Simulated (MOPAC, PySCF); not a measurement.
C₂H₂S, SMILES `C#CS`, neutral singlet in the gas phase. 

Cartesian coordinates (Å):
SMILES: C#CS
```xyz
5

C      1.2147     0.0366     0.4203
C      0.0867    -0.1875     0.0661
S     -1.4509    -0.6345    -0.4641
H      2.2070     0.2455     0.7358
H     -2.0584     0.5423    -0.2185
```
Charge 0, spin multiplicity 1.

All levels are single points at this geometry (B3LYP-D3(BJ)/def2-TZVP); Pople sets use spherical d functions. Orbital energies aren't observables, and empty levels follow the basis.

HF/3-21G in PySCF gives gap (eV) = 13.83.

**Question.** Estimate the gap (eV) from each of these levels: B3LYP-D3(BJ)/def2-TZVP in PySCF; PBE-D3(BJ)/def2-TZVP in PySCF; B3LYP/6-311+G** in PySCF; B3LYP/6-31G* in PySCF; B3LYP/LANL2DZ in PySCF; PBE/6-31G* in PySCF; SVWN5/6-31G* in PySCF; HF/6-31G* in PySCF; HF/STO-3G in PySCF; AM1 in MOPAC; PM3 in MOPAC; PM7 in MOPAC.

**Answer.** 
| level | gap (eV) |
|---|---|
| B3LYP-D3(BJ)/def2-TZVP in PySCF | 6.18 |
| PBE-D3(BJ)/def2-TZVP in PySCF | 4.53 |
| B3LYP/6-311+G** in PySCF | 6.08 |
| B3LYP/6-31G* in PySCF | 6.39 |
| B3LYP/LANL2DZ in PySCF | 6.71 |
| PBE/6-31G* in PySCF | 4.67 |
| SVWN5/6-31G* in PySCF | 4.65 |
| HF/6-31G* in PySCF | 13.41 |
| HF/STO-3G in PySCF | 16.97 |
| AM1 in MOPAC | 9.47 |
| PM3 in MOPAC | 9.26 |
| PM7 in MOPAC | 8.42 |
